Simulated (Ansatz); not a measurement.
## One arrangement of a pair

The pair of NH$_{4}$⁺ (SMILES [NH4+], atoms 1–5) and HBr (SMILES Br, atoms 6–7), both closed shells, in one local arrangement (a lower one may exist), relaxed at PBE0-D4/def2-TZVP:

N1  (-0.010, 0.049, -1.019)
H2  (-0.933, -0.231, -1.356)
H3  (0.679, -0.657, -1.287)
H4  (-0.031, 0.144, 0.022)
H5  (0.246, 0.945, -1.438)
Br6  (-0.132, 0.529, 2.301)
H7  (0.180, -0.779, 2.778)
(Å)

Computed with Ansatz 0.2.0 (basis: def2-TZVPPD, with def2-QZVPPD for the basis limit); correlated methods freeze the cores. Filled d shells of the heavier atoms are correlated. The def2 sets are not built for correlating such inner shells, so the correlated values are less sure here. B3LYP uses VWN-RPA correlation. Extrapolation: Hartree–Fock as exp(−7.88 √X), correlation as X^−2.97. Interaction energies count from these two fragments, frozen as in the pair, with the counterpoise correction; negative means bound.

Q: What is the interaction energy by CCSD(T) at an estimated basis limit (MP2 extrapolated from triple and quadruple zeta, plus CCSD(T) − MP2 in triple zeta)? (Judge from chemistry; the value comes from the calculation.)

A: The calculation gives: -37.0 kJ/mol. Hartree–Fock alone gives -24.3 kJ/mol at the basis limit. It counts from the two fragments frozen as in the pair.

The same quantity by other methods in triple zeta, and each one's difference from that estimate:
```
   method  E_int (kJ/mol)  difference
   PBE-D4           -45.0        -8.0
revPBE-D4           -43.4        -6.4
  BLYP-D4           -42.7        -5.7
r2SCAN-D4           -39.7        -2.7
   B97M-V           -39.2        -2.2
  PBE0-D4           -42.0        -5.0
 B3LYP-D4           -41.1        -4.1
 HSE06-D4           -42.0        -5.0
  wB97X-V           -37.2        -0.2
  wB97M-V           -37.2        -0.3
   B2PLYP           -35.7         1.3
       HF           -23.9        13.1
      MP2           -35.4         1.6
     CCSD           -32.6         4.4
  CCSD(T)           -34.3         2.7
```
Differences are method less estimate.

Q: Which atoms make the shortest contact between the fragments?

A: H4 and Br6, 2.31 Å apart.

Energy to bend the free fragments (PBE0-D4 minima) into their shapes in the pair, CCSD(T)/def2-TZVPPD: NH$_{4}$⁺ 1.1 kJ/mol; HBr 0.1 kJ/mol. This must be added to the interaction energy to get the binding energy from relaxed fragments.

Basis-set superposition shift (counterpoise-corrected less uncorrected): CCSD(T) 4.2; MP2 4.2; HF 0.4; PBE0-D4 0.4; wB97M-V 0.4 kJ/mol.

The T1 diagnostic stays at or below 0.006.

For scale, one of the runs: CCSD(T)/def2-TZVPPD, 179 basis functions, launched by `ansatz run in.yaml --threads 2 --pin off --events-out ev --progress --plain --max-ram 5222MiB`. Hardware: 2 CPU threads of an Arm Neoverse V1, shared host. Wall time 45 s; peak host memory 1.7 GiB.
